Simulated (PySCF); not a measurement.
Gas-phase reaction: Sn₂O₂ + 2 O = 2 SnO₂

Energies from PySCF, thermal terms from the rigid-rotor harmonic-oscillator model, ideal gas at 1 bar. † marks an energy on the PBE0/def2-TZVP geometry and frequencies; other levels use their own. MP2 and CCSD(T) freeze the core. Open shells (unrestricted): O (multiplicity 3); the rest are closed-shell singlets. Spin-orbit splitting is ignored; it lowers the true energy and changes the entropy of O. B3LYP is the form with VWN-RPA correlation. Sn: scalar-relativistic def2 core potential, no spin-orbit coupling. Sn₂O₂, SnO₂: computed as isolated molecules; such fragments, hydroxides, amides, oligomers or adducts are transient or little studied in the gas. MP2 isn't extrapolated to the basis-set limit. CCSD(T) isn't extrapolated to the basis-set limit. Warning, large T1 diagnostic: Sn₂O₂, SnO₂ (CCSD(T)/def2-TZVPP†).

```json
[
 {"level": "B3LYP/def2-TZVP†", "ΔH°(298 K), kJ": "-164"},
 {"level": "CCSD(T)/def2-TZVPP†", "ΔH°(298 K), kJ": "[?]"},
 {"level": "HF/def2-TZVP†", "ΔH°(298 K), kJ": "444"},
 {"level": "M06-2X/def2-TZVP†", "ΔH°(298 K), kJ": "[?]"},
 {"level": "MP2/def2-SVP†", "ΔH°(298 K), kJ": "-135"},
 {"level": "MP2/def2-TZVPP†", "ΔH°(298 K), kJ": "[?]"},
 {"level": "PBE0/def2-TZVP", "ΔH°(298 K), kJ": "-143"},
 {"level": "LDA/def2-TZVP†", "ΔH°(298 K), kJ": "[?]"},
 {"level": "ωB97M-V/def2-TZVP†", "ΔH°(298 K), kJ": "-119"},
 {"level": "ωB97X-V/def2-TZVP†", "ΔH°(298 K), kJ": "-133"}
]
```

Some entries are withheld; supply them.


- CCSD(T)/def2-TZVPP†, ΔH°(298 K), kJ: -151
- M06-2X/def2-TZVP†, ΔH°(298 K), kJ: -117
- MP2/def2-TZVPP†, ΔH°(298 K), kJ: -250
- LDA/def2-TZVP†, ΔH°(298 K), kJ: -419
